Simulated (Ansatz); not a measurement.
Mulliken charges of FH3S3Sn (`[F][Sn]([SH])([SH])[SH]`) from PBE/def2-TZVPP in Ansatz (PBE0-D4/def2-TZVP geometry).

| atom | x (Å) | y (Å) | z (Å) | charge (e) |
| --- | --- | --- | --- | --- |
| F1 | -1.274 | -0.174 | 1.423 | -0.427 |
| Sn2 | -0.200 | -0.032 | -0.164 | 0.979 |
| S3 | 1.973 | 0.161 | 0.793 | -0.333 |
| S4 | -0.856 | 1.865 | -1.430 | -0.317 |
| S5 | -0.626 | -1.964 | -1.472 | -0.317 |
| H6 | 1.423 | 0.221 | 2.020 | 0.146 |
| H7 | 0.040 | 2.643 | -0.797 | 0.135 |
| H8 | -0.386 | -2.778 | -0.428 | 0.134 |

Task: By hand: the dipole of these point charges (1 e Å = 4.8032 D).

Result: Σ q r = (0.322, 0.038, 0.018) e Å, of length 0.325 e Å = 1.56 D.

Task: How does the dipole of the full density compare? (Estimate.)

Result: Computed: (0.272, 0.025, -0.015) e Å, 1.31 D; the point charges give 1.19 times that, at 6° from its direction.

Point charges leave out the atoms' own dipoles, such as those of lone pairs, and Mulliken's split depends on the basis, so the two needn't agree.
